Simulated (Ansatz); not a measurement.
`[SiH3][SiH](S)Br` + H–F → `F[SiH]([SiH3])S` + HBr at 500 K and 1 bar (ligand exchange at the Si–Br bond).

Calculated with Ansatz (gas phase, PBE0-D4/def2-TZVP geometries, no zero-point term in ΔE). CBS: MP2 limit from def2 TZ/QZ plus the TZ coupled-cluster correction, frozen cores. This one scheme is used for every species. For Br outer-core shells are correlated without core-valence functions, which leaves a few kJ/mol of doubt a bond. Scalar relativity is left out up to krypton. One conformer a species, not always the lowest.

| species | CCSD(T)/CBS energy (Eh) | H − E (kJ/mol) | S (J/(mol·K)) |
| --- | --- | --- | --- |
| `[SiH3][SiH](S)Br` | -3552.32885 | 167.3 | 448.7 |
| H–F | -100.39570 | 39.4 | 188.7 |
| `F[SiH]([SiH3])S` | -1078.81755 | 169.4 | 418.5 |
| HBr | -2573.91920 | 30.5 | 213.7 |

H − E and S are ideal-gas, rigid-rotor, harmonic terms from PBE0-D4/def2-TZVP, for one conformer and one mirror image of each species. 1 Eh = 2625.50 kJ/mol, R = 8.31446 J/(mol·K).

Task: By hand: ΔE, ΔH, ΔS and ΔG.

Result: ΔE = (-1078.81755) + (-2573.91920) − (-3552.32885) − (-100.39570) = -0.01220 Eh = -32.0 kJ/mol. Δ(H − E) = 169.4 + 30.5 − 167.3 − 39.4 = -6.8, so ΔH = -38.8 kJ/mol. ΔS = 418.5 + 213.7 − 448.7 − 188.7 = -5.2 J/(mol·K). ΔG = -38.8 − 500 × (-5.2)/1000 = -36.2 kJ/mol.

Task: By hand: the equilibrium constant, and the temperature at which ΔG would vanish if ΔH and ΔS stayed fixed.

Result: log₁₀ K = −ΔG/(RT ln 10) = 3.8. ΔG = 0 at ΔH/ΔS = 7462 K, far beyond where these terms or the molecules hold.

The number of gas molecules stays the same, so ΔS is small and ΔH decides. A doubt of 5 kJ/mol in ΔE shifts log₁₀ K by 0.5 here. Other conformers and mirror images would add mixing entropy, several J/(mol·K) or more a flexible species. These are equilibria of isolated gas molecules and say nothing of rates. Largest T1 diagnostic: 0.013 (customary marks: 0.02 for closed shells, 0.045 for open ones).
